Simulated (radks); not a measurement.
Question: The manganese ion Mn2+, [Ar] 3d5. Calculated with a radial shooting solver on a logarithmic mesh with Libxc functionals: non-relativistic Kohn-Sham, exchange-only B88, spin-polarised, spherical densities, point nucleus. Every spin shell is full or empty, so the densities are truly spherical. Functionals are evaluated on that one density, not self-consistently. Rank these exchange functionals by their error against the exact value of the orbitals, and give that value: LDA, B88, PBE, revPBE, RPBE, PW91, AM05, G96, r2SCAN, Tao-Mo, TASK, MVS.

Answer: Exact: -50.5985 hartree. From best to worst, with 100 (|E| - |E exact|)/|E exact| (equal figures are ties): MVS 0.00, RPBE +0.01, PW91 +0.06, r2SCAN +0.07, revPBE -0.09, B88 +0.14, G96 +0.33, Tao-Mo -0.34, PBE -0.37, TASK -2.69, AM05 -5.85, LDA -6.53.
